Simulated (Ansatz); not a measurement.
Compare A (`N[SiH2]C(N)[SiH3]`) with its isomer B (`CN[SiH](N)[SiH3]`).

Calculated with Ansatz (gas phase, PBE0-D4/def2-TZVP geometries, no zero-point term in ΔE). CBS: MP2 limit from def2 TZ/QZ plus the TZ coupled-cluster correction, frozen cores. Functionals use def2-TZVPP. B3LYP here is the variant with VWN-RPA as its local correlation; programs differ in this. One conformer a species, not always the lowest.

Problem. Which is lower in electronic energy at CCSD(T)/CBS, and by how much? (An estimate is asked.)

Solution. The calculation gave: B, by 16.9 kcal/mol.

Problem. Give E(B) − E(A) in kcal/mol with CCSD/def2-TZVPP, B2PLYP, B3LYP, PBE-D4, r2SCAN-D4, MP2/def2-TZVPP, PBE0-D4. (Best estimate.)

Solution. The calculation gave: CCSD/def2-TZVPP -17.3, B2PLYP -17.8, B3LYP -18.8, PBE-D4 -18.1, r2SCAN-D4 -18.0, MP2/def2-TZVPP -15.8, PBE0-D4 -18.3. None reverses the order clearly.

Largest T1 diagnostic: 0.011.

In def2-TZVPP, CCSD(T) changes the Hartree–Fock value by +2.4 kcal/mol (the triples alone add +0.4 kcal/mol) and MP2 by +3.4 kcal/mol. The D4 term adds +0.7 kcal/mol with B3LYP and +0.3 kcal/mol with PBE0; it sums over pairs of atoms, weighted by their polarisabilities, and B3LYP, whose exchange is more repulsive, gets the larger term.
